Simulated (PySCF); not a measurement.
All values below come from ωB97X-D3(BJ)/def2-TZVP // PBE0-D3(BJ)/def2-TZVP in PySCF. Gas-phase values, no solvent. Delta-SCF ions had no search for a lower state. Excitations are Tamm–Dancoff values on a coarser integration grid. The basis has no diffuse functions, so Rydberg states are missing or too high.

Reference species (SMILES): `[Cl][Ga]([Cl])[Cl]` (neutral, multiplicity 1).

| Quantity | Value |
|---|---|
| HOMO–LUMO gap | 12.13 eV |
| vertical ionisation energy (Delta-SCF) | 12.18 eV |
| T1 excitation (TDA) | 6.33 eV |

Changed species: `[Cl][Ga]([Br])[Br]` (2 of 3 Cl replaced by Br; the reference has 0 of 3 Cl replaced by Br).

Q: Give the shifts of the HOMO–LUMO gap, vertical ionisation energy (Delta-SCF) and T1 excitation (TDA).

A: the HOMO–LUMO gap falls by 0.97 eV, to 11.16 eV; the vertical ionisation energy (Delta-SCF) falls by 0.84 eV, to 11.34 eV; the T1 excitation (TDA) falls by 0.74 eV, to 5.59 eV.
